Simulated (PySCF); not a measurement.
CH3BiCl2. Atoms are numbered in the order given.

```xyz
7

Bi    -0.3422     0.2918     0.0000
Cl     0.3859    -1.1210     1.9231
Cl     0.3859    -1.1210    -1.9231
C      1.5985     1.4869     0.0000
H      1.6378     2.1088    -0.9057
H      1.6378     2.1088     0.9057
H      2.4177     0.7564     0.0000
```
Charge 0, spin multiplicity 1.

Coordinates come from a B3LYP-D3(BJ)/def2-SVP optimisation. The structure was generated by enumeration; whether it is a known compound was not checked. The def2 effective core potentials stand for the cores of Bi; spin–orbit coupling is left out.

Computed with B3LYP-D3(BJ)/def2-SVP run with PySCF.

Frequencies are harmonic and unscaled.

### Question
List the normal modes with their intensities. (The exact figures need the calculation; the answer reports its results.)

### Answer

| mode | ν (cm⁻¹) | IR (km/mol) | Raman (Å⁴/amu) | depolarisation | moving atoms (share of kinetic energy) |
|---|---|---|---|---|---|
| 1 | 53 | 0.1 | 0.2 | 0.75 | H 98 % |
| 2 | 98 | 2.3 | 4.8 | 0.73 | Cl 87 %, Bi 10 % |
| 3 | 126 | 0.1 | 5.4 | 0.75 | C 48 %, H 25 %, Cl 23 % |
| 4 | 135 | 2.8 | 4.8 | 0.73 | C 38 %, Cl 29 %, H 19 %, Bi 14 % |
| 5 | 320 | 51.5 | 9.1 | 0.75 | Cl 83 %, Bi 16 % |
| 6 | 329 | 22.8 | 16.3 | 0.14 | Cl 87 %, Bi 13 % |
| 7 | 464 | 16.6 | 38.3 | 0.25 | C 75 %, H 18 % |
| 8 | 738 | 6.8 | 1.2 | 0.73 | H 85 %, C 15 % |
| 9 | 740 | 8.2 | 2.2 | 0.75 | H 84 %, C 15 % |
| 10 | 1183 | 2.7 | 19.6 | 0.35 | H 83 %, C 17 % |
| 11 | 1416 | 5.9 | 13.5 | 0.71 | H 95 % |
| 12 | 1422 | 6.2 | 9.7 | 0.75 | H 95 % |
| 13 | 3045 | 4.0 | 137.9 | 0.02 | H 98 % |
| 14 | 3164 | 2.4 | 96.1 | 0.75 | H 90 %, C 10 % |
| 15 | 3181 | 1.1 | 61.1 | 0.75 | H 90 %, C 10 % |
